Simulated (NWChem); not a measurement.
# Correlation energy of As (-1)

```xyz
1

As     0.0000     0.0000     0.0000
```
Charge -1, spin multiplicity 3.

Everything below was run with NWChem.

Basis set: def2-TZVPD. Each correlation energy counts from its own Hartree-Fock reference.

The Hamiltonian is non-relativistic. The correlated methods keep 9 core orbitals frozen. The stability of the SCF solutions was not checked. Open-shell Hartree-Fock references start from PBE0 orbitals. No row is a measurement; the coupled-cluster row has its own basis-set and correlation limits.

Question: For the correlation energy, UMP2 gives -221.4 mHa and CCSD(T) on UHF gives -238.2 mHa. What do CCSD on ROHF, CCSD[T] on ROHF, SCS-UMP2 give?

Answer: CCSD on ROHF: -234.9 mHa; CCSD[T] on ROHF: -243.4 mHa; SCS-UMP2: -204.5 mHa.
